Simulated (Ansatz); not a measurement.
## Abstraction of Cl: CH7ClSi2 + C2H9Si2 → SiH2(CH3)(SiH2) + C2H9ClSi2

Species: CH7ClSi2 `C[SiH2][SiH2]Cl`, singlet; C2H9Si2 `C[SiH][SiH2]C`, doublet; SiH2(CH3)(SiH2), doublet; C2H9ClSi2 `C[SiH2][SiH](C)Cl`, singlet. A radical takes Cl: the energy is the difference in strength between two Si–Cl bonds in different surroundings.

Shapes, held fixed at every level: PBE0-D4/def2-TZVP. Flexible molecules stand in one conformer, not always the lowest. Programs: Ansatz 0.2.0. Electronic energies: no zero-point or thermal term.

```tsv
level	kind	ΔE (kJ/mol)	less CCSD(T)/CBS estimate
MP2/def2-TZVPP	perturbation theory	-17.5	-1.0
PBE-D4/def2-TZVPP	GGA	-14.8	+1.7
PBE0-D4/def2-TZVPP	global hybrid	-15.9	+0.6
wB97M-V/def2-TZVPP	range-separated hybrid	-17.3	-0.8
B2PLYP/def2-TZVPP	double hybrid	-14.5	+2.0
CCSD/def2-TZVPP	coupled cluster or CI	-16.3	+0.2
CCSD(T)/CBS estimate	coupled cluster or CI	-16.5	0.0
```

The highest level, CCSD(T)/CBS estimate, gives ΔE = -16.5 kJ/mol; the levels span -17.5 to -14.5. The column of differences is taken from that level and isn't an error. No measured value is set beside it here. Open shells run unrestricted. The CBS estimate extrapolates MP2 from def2-TZVPP and def2-QZVPP and adds CCSD(T) − MP2 in the triple-zeta set, cores frozen.
